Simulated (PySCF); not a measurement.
Problem. Give a PBE0-D3(BJ)/def2-SVP geometry of ZrEtCl3 (`C[CH2][Zr]([Cl])([Cl])[Cl]`). (Singlet state.)

Solution. 
```
atom  x, y, z in Å
Zr1   -0.0455   -0.1724   -1.6181
C2    -0.2680   -0.5595    0.5053
C3     0.2791    0.5485    1.4007
H4     0.2266   -1.5317    0.7006
H5    -1.3512   -0.7256    0.6710
H6     0.1437    0.3145    2.4701
H7     1.3573    0.7080    1.2405
H8    -0.2279    1.5090    1.2163
Cl9    2.2618    0.0475   -1.9323
Cl10  -1.2487    1.7944   -1.9703
Cl11  -1.0291   -2.0181   -2.6529
```

Any rigid rotation of these coordinates is as good. Atoms count from 1 in this order. Zr1 (zirconium bonded to C and 3 Cl) is distorted tetrahedral (angles from 104.2° to 115.5°).

Bonds between heavy atoms (Å): Zr1–C2 2.170, Zr1–Cl9 2.339, Zr1–Cl10 2.332, Zr1–Cl11 2.333, C2–C3 1.526.

Method used: PBE0-D3(BJ)/def2-SVP geometry optimisation, gas phase, def2 core potentials past Kr in PySCF 2.14.0.

No frequency check.
